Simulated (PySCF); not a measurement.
BP86 on Al- (aluminium, charge -1), [Ne] 3s2 3p2, high-spin 3P determinant. Computed with PySCF 2.14 in aug-cc-pV(5+d)Z (8s7p6d4f3g2h, 136 functions), with no relativity, point nucleus.

```
cycle= 1 E= -242.415276825737  delta_E= -0.00983  |g|= 0.0141  |ddm|= 14.2
cycle= 2 E= -242.414796545185  delta_E= 0.00048  |g|= 0.0163  |ddm|= 0.682
cycle= 3 E= -242.415433312338  delta_E= -0.000637  |g|= 0.00896  |ddm|= 0.144
cycle= 4 E= -242.415545539823  delta_E= -0.000112  |g|= 0.000571  |ddm|= 0.157
cycle= 5 E= -242.415546464184  delta_E= -9.24e-07  |g|= 0.000121  |ddm|= 0.0152
cycle= 6 E= -242.415546509368  delta_E= -4.52e-08  |g|= 2.78e-05  |ddm|= 0.000881
cycle= 7 E= -242.415546511406  delta_E= -2.04e-09  |g|= 3.58e-06  |ddm|= 0.000141
cycle= 8 E= -242.415546511438  delta_E= -3.13e-11  |g|= 3.92e-07  |ddm|= 3.9e-05
converged SCF energy = -242.415546511438  <S^2> = 2.0032659  2S+1 = 3.0021765
```

Highest occupied orbital energy: 1.141 eV; ⟨L²⟩ = 2.02; populations by l: s 6.00, p 8.00, d 0.00, f 0.00.

(1) Can this result be used?

Answers

(1) With care. The calculation finished and met its thresholds. At BP86 the highest occupied level has a positive energy, so only the finite basis holds that electron; in a semilocal or global hybrid functional this comes from self-interaction and does not mean that the real anion is unbound.
